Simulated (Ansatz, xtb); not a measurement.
## Ranking isomers of ClHOSeSi

3 gas-phase structures of ClHOSeSi, found in a search over its isomers (lower ones may exist). Each was relaxed with GFN2-xTB; where two conformers were screened, the lower at r2SCAN-D4/def2-SVP//GFN2-xTB is listed:

A. `O[Si](Cl)=[Se]`, a singlet
B. `O=[SiH][Se]Cl`, a singlet
C. `O=[Si](Cl)[SeH]`, a singlet

Question: Which do you expect lowest at r2SCAN-D4/def2-SVP//GFN2-xTB, and how would the others follow?

Answer: Calculated order at r2SCAN-D4/def2-SVP//GFN2-xTB: A (0.000), C (0.903), B (2.670) eV.

Energies above the lowest of each column, in eV; the last columns are at r2SCAN-D4/def2-SVP geometries and were run for some of them only (a dash: not run or not comparable):

| structure | GFN2-xTB | HF/STO-3G | r2SCAN-D4/def2-SVP//GFN2-xTB | r2SCAN-D4/def2-SVP | CCSD(T)/def2-TZVP |
| --- | --- | --- | --- | --- | --- |
| A | 0.000 | 0.000 | 0.000 | 0.000 | 0.000 |
| C | 0.354 | 1.278 | 0.903 | 0.873 | 0.812 |
| B | 0.583 | 2.520 | 2.670 | – | – |

Every level run on A puts it lowest or level with the lowest. Flexible structures stand in one conformer each, not always the lowest. Frequencies (r2SCAN-D4/def2-SVP) were run for A, C alone.

Programs: Ansatz 0.2.0, xtb 6.7.1.
